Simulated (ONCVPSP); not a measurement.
cerium (Ce): variants of one ONCV potential

Base potential:

ONCVPSP 4.0.1 input, shortened (lines: element, Z, core and valence counts, functional; n l f; lmax; l rc ep ncon nbas qcut; lloc lpopt rc5 dvloc0; l nproj debl; icmod fcfact rcfact), LDA (Perdew-Zunger), scalar-relativistic:

```
  Ce 58.00   10    4        3      upf
    1    0    2.00
    2    0    2.00
    2    1    6.00
    3    0    2.00
    3    1    6.00
    3    2   10.00
    4    0    2.00
    4    1    6.00
    4    2   10.00
    4    3    1.00
    5    0    2.00
    5    1    6.00
    5    2    1.50
    6    0    1.50
    2
    0    2.50    0.00    4    8    5.30
    1    2.35    0.00    4    7    6.20
    2    4.00    0.00    4    8    3.70
    4    5    2.00    4.00
    0    2    2.90
    1    2    1.10
    2    2    2.10
    3    5.50    1.25
```

All-electron outer shells of the reference configuration (LDA (Perdew-Zunger), scalar-relativistic, ld1.x):

| shell | level (eV) | outermost node (bohr) | outermost maximum (bohr) |
| --- | --- | --- | --- |
| 5s | -39.90 | 0.75 | 1.37 |
| 5p | -22.53 | 0.81 | 1.55 |
| 4f | -4.78 | – | 0.71 |
| 6s | -3.62 | 1.82 | 3.72 |
| 5d | -2.69 | 0.92 | 2.20 |

Cutoffs, loose and tight: the cutoffs (Ha) at which the residual kinetic energy of the hardest occupied pseudo-wave falls to 1 and 0.1 mHa per electron. They do not see the model core or the augmentation charge, which bear on the density cutoff. Test errors are all-electron minus pseudo excitation energies from the reference, over the configurations 5s2 5p6 5d1 6s2; 5s2 5p6 5d1 6s1; 5s2 5p6 5d1 6s0; 5s2 5p6 5d0 6s2 6p1. A dash means not determined; rows that change the core or the reference have their own tests. The largest error is taken over the tests solved by every variant that gives reliable tests at all: 5s2 5p6 5d1 6s0; 5s2 5p6 5d1 6s1; 5s2 5p6 5d1 6s2.

```
    change    outcome  cutoff, loose  cutoff, tight  bound ghosts  GHOST(+) flags above zero  largest test error (meV)
      base  generated          11 Ha          14 Ha          none                       none                      -7.1
d: rc 2.82  generated          11 Ha          14 Ha          none                       none                      -7.2
 d: rc 3.2  generated          11 Ha          14 Ha          none                       none                      -7.1
 d: rc 3.5  generated          11 Ha          14 Ha          none                       none                      -6.9
d: rc 3.76  generated          11 Ha          14 Ha          none                       none                      -7.1
d: rc 4.06  generated          11 Ha          14 Ha          none                       none                      -7.2
d: rc 4.38  generated          11 Ha          14 Ha          none                       none                      -7.7
d: rc 4.74  generated          11 Ha          14 Ha          none                       none                      +7.7
d: rc 5.16  generated          11 Ha          14 Ha          none                          d                      -153
d: rc 5.54  generated          11 Ha          14 Ha          none                          d                      -166
d: rc 5.76  generated          11 Ha          14 Ha          none                       none                       +21
```

Reading the sweep of the d radius (base included, trends over the rows without a ghost): The loose cutoff stays near 11 Ha.
